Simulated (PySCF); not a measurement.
Geometries of 2 isomers of CH5F2NSi, from PBE0-D3(BJ)/def2-SVP geometry optimisation, gas phase (PySCF). One conformer each, no zero-point energy, no frequencies.

**Question.** Which is lower in electronic energy at this level?
A.
```xyz
10
angstrom
N     -1.462   -0.742    0.334
Si    -0.415    0.587   -0.004
C      1.356   -0.143   -0.078
F      1.369   -1.127   -1.027
F      2.253    0.807   -0.448
H     -2.378   -0.581    0.737
H     -1.482   -1.529   -0.307
H     -0.608    1.307   -1.303
H     -0.519    1.566    1.117
H      1.708   -0.594    0.868
```
B.
```xyz
10
angstrom
C      1.339    0.336   -0.369
N      0.304   -0.158    0.511
Si    -1.342   -0.314    0.133
F     -2.154   -0.321    1.527
F     -1.783    0.963   -0.751
H      2.004   -0.460   -0.751
H      1.968    1.091    0.130
H      0.882    0.832   -1.239
H      0.624   -0.494    1.412
H     -1.794   -1.500   -0.625
```

**Answer.** B. That is `CN[SiH](F)F`, 83.2 kcal/mol below the other.

| SMILES | atoms numbered as above | E (Eh) | relative (kcal/mol) | relative (kJ/mol) | dipole (D) |
| --- | --- | --- | --- | --- | --- |
| CN[SiH](F)F | [CH3:1][NH:2][SiH:3]([F:4])[F:5] | -584.45024 | 0.0 | 0.0 | 2.68 |
| N[SiH2]C(F)F | [NH2:1][SiH2:2][CH:3]([F:4])[F:5] | -584.31772 | 83.2 | 347.9 | 2.70 |

As drawn, the lower has an Si–F bond, which the higher lacks; the higher has two fluorines on one carbon and an Si–C bond, which the lower lacks.
